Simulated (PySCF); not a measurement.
Energy of Bi²⁺ (bismuth, charge +2) between two integer charges

The 6p alpha orbital of [Xe] 4f14 5d10 6s2 6p1 is emptied in steps (occupation f), with all orbitals relaxed, ending at [Xe] 4f14 5d10 6s2. All numbers are calculated (PySCF 2.14, scalar relativity through the core potential, in def2-TZVPPD with the def2 core potential (60 electrons) (7s5p4d2f, 56 functions)). The exact energy is a straight line in f; departures are measured from the line between the end points of the same method.

```csv
f,UHF (eV),LDA (eV),PBE (eV),PBE0 (eV),r2SCAN (eV),LC-wPBE (eV),BHandHLYP (eV),wB97X (eV),CAM-B3LYP (eV),HSE06 (eV)
1,0.000,0.000,0.000,0.000,0.000,0.000,0.000,0.000,0.000,0.000
0.75,0.051,-0.782,-0.760,-0.555,-0.703,-0.066,-0.381,-0.138,-0.343,-0.637
0.5,0.067,-1.042,-1.012,-0.736,-0.920,-0.082,-0.508,-0.186,-0.457,-0.847
0.25,0.050,-0.780,-0.757,-0.549,-0.669,-0.057,-0.381,-0.139,-0.342,-0.631
0,0.000,0.000,0.000,0.000,0.000,0.000,0.000,0.000,0.000,0.000
```

Task: For CAM-B3LYP, how does the orbital energy at f = 1 compare with the removal energy?

Result: −ε = 22.001 eV against a total-energy difference of 23.829 eV. By Janak's theorem ε = ∂E/∂f, so the gap between them reflects the curvature. Along the path −ε is 22.916 (f = 0.75), 23.830 (f = 0.5), 24.742 (f = 0.25) eV.

| method | E(f=0) − E(f=1) (eV) | −ε at f=1 (eV) | −ε at f=0.5 (eV) |
| --- | --- | --- | --- |
| UHF | 23.041 | 23.314 | 23.038 |
| LDA | 23.884 | 19.718 | 23.890 |
| PBE | 23.639 | 19.585 | 23.646 |
| PBE0 | 23.663 | 20.694 | 23.679 |
| r2SCAN | 23.727 | 19.931 | 23.816 |
| LC-wPBE | 23.772 | 23.403 | 23.796 |
| BHandHLYP | 23.656 | 21.625 | 23.655 |
| wB97X | 23.464 | 22.733 | 23.461 |
| CAM-B3LYP | 23.829 | 22.001 | 23.830 |
| HSE06 | 23.670 | 20.269 | 23.683 |

Reference removal energy between the ground levels: 25.571 eV (measured; NIST Atomic Spectra Database, ionization energies). The calculation has no spin-orbit coupling. UHF lacks correlation.
